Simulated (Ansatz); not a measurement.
Cost and result for the atomization energy of CH7ClSiSn, SMILES `[CH3][SnH2][SiH2]Cl` (11 atoms, 10 bonds).

```xyz
11

C     1.675   -0.399    0.836
Sn    0.503    0.193   -0.856
Si   -1.960    0.360   -0.155
Cl   -2.441   -1.346    0.915
H     2.708   -0.565    0.532
H     1.647    0.380    1.598
H     1.270   -1.321    1.253
H     0.660   -0.964   -2.105
H     1.049    1.703   -1.452
H    -2.215    1.520    0.739
H    -2.897    0.440   -1.305
```

The species carries charge 0 and has multiplicity 1. Correlated methods include outer-core shells of Sn, which these sets cover unevenly. Sn takes the def2 core potential. Geometry: relaxed with PBE0-D4/def2-TZVP. It is one conformer, not always the lowest. Program: Ansatz. All runs use 4 threads of an Arm Neoverse V1 on a shared host. Times are those of one run each, without the atoms' runs, and a repeat can differ threefold. Electronic energies, without spin–orbit coupling; frozen cores. CCSD(T)/CBS adds CCSD(T) − MP2 in def2-TZVPP to the MP2 limit, and its time is that of the two runs behind it. T1 = 0.011. With those shells the extrapolation isn't a true limit. B3LYP takes the VWN-RPA correlation (the form of Gaussian; ORCA's B3LYP/G).

CCSD(T)/CBS is a level of theory with its own doubt, some kJ/mol a heavy atom from the limit and from the frozen cores, so smaller differences don't rank the functionals.

```
                             level  functions  wall time
   PBE-D4/def2-TZVPP (with forces)        263      2.9 s
                PBE0-D4/def2-TZVPP        263      3.8 s
r2SCAN-D4/def2-TZVPP (with forces)        263      5.5 s
 B3LYP-D4/def2-TZVPP (with forces)        263        6 s
                 B2PLYP/def2-TZVPP        263        7 s
                ωB97X-V/def2-TZVPP        263      9.5 s
  ωB97M-V/def2-TZVPP (with forces)        263       14 s
                    MP2/def2-QZVPP        489       23 s
                CCSD(T)/def2-TZVPP        263    3.6 min
                 CCSD(T)/CBS(def2)          –    3.9 min
```

(1) What atomization energy does each give, and how far from CCSD(T)/CBS? (An estimate is asked.)

Answers

(1) Computed: 
```
                             level  atomization (kJ/mol)  difference from CCSD(T)/CBS  per bond
   PBE-D4/def2-TZVPP (with forces)                3309.3                        -30.2      -3.0
                PBE0-D4/def2-TZVPP                3296.3                        -43.2      -4.3
r2SCAN-D4/def2-TZVPP (with forces)                3317.8                        -21.7      -2.2
 B3LYP-D4/def2-TZVPP (with forces)                3301.1                        -38.4      -3.8
                 B2PLYP/def2-TZVPP                3259.7                        -79.8      -8.0
                ωB97X-V/def2-TZVPP                3344.6                          5.1       0.5
  ωB97M-V/def2-TZVPP (with forces)                3321.3                        -18.2      -1.8
                    MP2/def2-QZVPP                3285.9                        -53.6      -5.4
                CCSD(T)/def2-TZVPP                3252.0                        -87.5      -8.7
                 CCSD(T)/CBS(def2)                3339.5                          0.0       0.0
```

In def2-TZVPP, CCSD(T) changes the Hartree–Fock value by +767.3 kJ/mol (the triples alone add +38.8 kJ/mol) and MP2 by +749.4 kJ/mol; breaking electron pairs costs correlation energy, which Hartree–Fock lacks. From PBE to PBE0 (25 % exact exchange), in def2-TZVPP and without D4, the atomization energy moves by −9.5 kJ/mol: exact exchange takes away binding that semilocal exchange gives to molecules. The D4 term adds +41.7 kJ/mol with B3LYP and +22.2 kJ/mol with PBE0; it sums over pairs of atoms, weighted by their polarisabilities, and B3LYP, whose exchange is more repulsive, gets the larger term.

Spin–orbit coupling would lower the free Sn atoms strongly, and the atomization energy with them, by more than many differences here. For some Ge, Se and Sn compounds the MP2-based and the directly extrapolated limit differ by 10 to 25 kJ/mol.
